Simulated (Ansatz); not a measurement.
These are frozen-core CCSD(T)/cc-pVQZ // B3LYP-D3(BJ)/def2-TZVP (Ansatz, a quantum-chemistry and plane-wave program) values and carry that method's errors. The restricted HF reference is unstable towards unrestricted orbitals.

Ansatz 0.2 input:
```yaml
crystal:
  periodic: [false, false, false]
  atoms:
    - { symbol: N, position_ang: [2.016045, -0.106982, 0.107421] }
    - { symbol: C, position_ang: [0.866302, -0.067704, 0.078105] }
    - { symbol: C, position_ang: [-0.598105, 0.034332, 0.064737] }
    - { symbol: O, position_ang: [-1.301125, -0.834628, -0.368117] }
    - { symbol: H, position_ang: [-0.987665, 0.975594, 0.484111] }
basis:
  gaussian: { orbitals: cc-pVQZ }
correlation:
  method: ccsd_t
```

Output:

```
Functional definition: HF
1512 factors; integrals over basis functions are off by at most 8.4e-4 eV
mean field evaluation 1: about -5593.0057 eV, gradient 4.2e1 eV
mean field evaluation 2: about -5593.0073 eV, gradient 4.2e1 eV
mean field evaluation 4: about -5596.7062 eV, gradient 4.0e0 eV
mean field evaluation 8: about -5596.7819 eV, gradient 2.9e-1 eV
mean field evaluation 16: about -5596.7705 eV, gradient 1.6e0 eV
mean field -5596.78239132 eV, -205.6779592456 hartree, gradient 1.7e-6 eV, S^2 0.000000; 0 other end points of the search recorded, 0 dependent functions left out; unrestricted orbitals would lower it
4 core orbitals not correlated
reference -5596.78239132 eV, -205.6779592456 hartree; 10, 10 occupied and 236, 236 virtual orbitals, 1512 factors
second order -20.85941294 eV of doubles, -0.00000000 eV of singles
cycle   1  -19.93079320 eV  change    9.3e-1 eV  update   1.2e-1
cycle   2  -20.58127982 eV  change   -6.5e-1 eV  update   4.1e-2
cycle   3  -20.72717421 eV  change   -1.5e-1 eV  update   1.8e-2
cycle   4  -20.71808257 eV  change    9.1e-3 eV  update   5.2e-3
cycle   5  -20.71960961 eV  change   -1.5e-3 eV  update   2.1e-3
cycle   6  -20.72170727 eV  change   -2.1e-3 eV  update   6.5e-4
cycle   7  -20.72163227 eV  change    7.5e-5 eV  update   2.8e-4
cycle   8  -20.72150610 eV  change    1.3e-4 eV  update   9.1e-5
cycle   9  -20.72153505 eV  change   -2.9e-5 eV  update   3.7e-5
cycle  10  -20.72151954 eV  change    1.6e-5 eV  update   1.2e-5
cycle  11  -20.72150160 eV  change    1.8e-5 eV  update   4.9e-6
perturbative correction -1.08137996 eV, -0.0397399807 hartree
Total energy: -5618.58527288 eV, -206.4792003645 hartree
```

Cost: around 90 core-seconds (rough).
